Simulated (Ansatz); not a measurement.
Computed with Ansatz on PBE0-D4/def2-TZVP structures; ΔE is electronic, products minus reactants. CCSD(T)/CBS adds triple-zeta CCSD(T) − MP2 to the extrapolated MP2 energy (def2 sets, frozen cores). DFT in def2-TZVPP. B3LYP here is the variant with VWN-RPA as its local correlation; programs differ in this. For As outer-core shells are correlated without core-valence functions, which leaves a few kJ/mol of doubt a bond. Scalar relativity is left out up to krypton. Each species was taken in one conformer, which may not be the lowest.

Reaction (cleavage of the B–B bond): `BB(Cl)OC` + `OC[AsH2]` → `B[AsH]CO` + `COBCl`

| level | ΔE (kJ/mol) | difference from CCSD(T)/CBS |
| --- | --- | --- |
| r2SCAN-D4 | -44.1 | 6.0 |
| B3LYP-D4 | -41.3 | 8.8 |
| ωB97X-V | -44.7 | 5.4 |
| PBE | -41.7 | 8.4 |
| r2SCAN | -44.2 | 5.9 |
| PBE0 | -44.5 | 5.6 |
| B3LYP | -41.5 | 8.6 |
| MP2/def2-TZVPP | -56.9 | -6.8 |
| CCSD(T)/def2-TZVPP | -49.8 | 0.3 |
| CCSD/CBS(def2) | -49.2 | 0.9 |
| CCSD(T)/CBS | -50.1 | 0 |

Largest T1 diagnostic among the species: 0.013.

In def2-TZVPP, CCSD(T) changes the Hartree–Fock value by −4.2 kJ/mol (the triples alone add −0.9 kJ/mol) and MP2 by −11.3 kJ/mol.
